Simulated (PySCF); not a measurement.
**Telling isomers of C4H9NSi3 apart by NMR**

- GFN2-xTB structure
- GIAO PBE0/pcSseg-1 shieldings
- run in PySCF 2.14.0 with density-fitted response routines
- no solvent model, non-relativistic, one computed conformer, rapidly exchanging positions averaged

Referencing at the same level of theory: 1H, 13C vs TMS. Where no couplings were computed, multiplicities follow the n + 1 count of equivalent neighbours, and m marks all less simple cases (inequivalent or close neighbours, rings, F or P nearby). Shifts are as computed. Against solution values, carbons near 30 ppm lie about +3 ppm off and those near 130 ppm about +5 ppm. Of 1309 compounds with measured shifts, 239 miss one by over three times the rms of a fit or turn the order of signals round; such compounds aren't used in these exercises.

(1) Tabulate the signals of `C=C[Si@@H]1[SiH2][SiH2][C@@H]1C#N`, `C[Si@H](C#CC#N)[SiH2][SiH3]` and their relative energies.

(2) What is the quickest way to tell C=C[Si@@H]1[SiH2][SiH2][C@@H]1C#N from C[Si@H](C#CC#N)[SiH2][SiH3]?

Results:

(1) 
```json
{"SMILES": "C=C[Si@@H]1[SiH2][SiH2][C@@H]1C#N", "carbon types": "1×C 2×CH 1×CH2", "δC": "153.5, 134.9, 124.3, 1.5", "δH": "7.21 (m, 1H), 6.54 (m, 1H), 6.52 (m, 1H), 5.19 (m, 1H), 4.97 (m, 1H), 4.83 (m, 1H), 4.43 (m, 1H), 4.35 (m, 1H), 2.05 (m, 1H)", "E rel. (kcal/mol)": "0.0"}
{"SMILES": "C[Si@H](C#CC#N)[SiH2][SiH3]", "carbon types": "3×C 1×CH3", "δC": "111.3, 95.9, 90.4, -2.9", "δH": "4.78 (m, 1H), 3.64 (m, 3H), 3.45 (m, 1H), 3.29 (m, 1H), 0.43 (d, 3H)", "E rel. (kcal/mol)": "16.8"}
```

Energies are electronic energies at PBE0/pcSseg-1 on these geometries, without zero-point or thermal terms, each for the one conformer computed, which needn't be the lowest.

(2) Both give the same number of carbon signals, but DEPT or the intensities differ. The first has a terminal =CH2 carbon at 153.5 ppm, the second a methyl carbon bonded to Si (CH3) at -2.9 ppm. Their most deshielded carbons lie at 153.5 and 111.3 ppm. In the proton spectra the most deshielded non-exchanging signals are 7.21 (m, 1H) and 4.78 (m, 1H).
